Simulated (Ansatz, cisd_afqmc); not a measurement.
System: H3BO, charge 0, singlet. H3BO (SMILES BO).
B3LYP-D3(BJ)/def2-TZVP minimum from Ansatz (a first-principles code):
```
B
O 1 1.3512
H 2 0.9632 1 114.11
H 1 1.1918 2 116.77 3 180.00
H 1 1.1973 4 122.56 2 -180.00
```

Total energies in cc-pVDZ, 12 correlated electrons, 2 frozen orbitals. UHF or UKS for unpaired electrons; spin-orbit terms are left out. Correlated methods leave the cores frozen. No relativity. AFQMC/CISD: phaseless, guided by CISD from CCSD amplitudes; bars are statistical, one sigma. Outlying blocks are dropped, and bars are widened where a walk drifts. Over all cases where full CI ran beside it in this data, AFQMC minus full CI had a median of +0.1 mEh and passed +0.4 mEh in a tenth of the cases.

```tsv
method	program	energy (Eh)	minus CCSDTQ (mEh)
HF	Ansatz	-101.33280	308.71
MP2	Ansatz	-101.61236	29.14
CCSD	Ansatz	-101.63390	7.60
CCSD(T)	Ansatz	-101.64045	1.05
CCSDT(Q)	Ansatz	-101.64157	-0.07
CCSDTQ	Ansatz	-101.64151	0.00
AFQMC/CISD	cisd_afqmc	-101.6414 ± 0.0003	0.1 ± 0.3
```

Rough core times of Ansatz's runs on a shared machine: CCSD(T) under 20 s, CCSDT(Q) under 20 s, CCSDTQ 9 min.
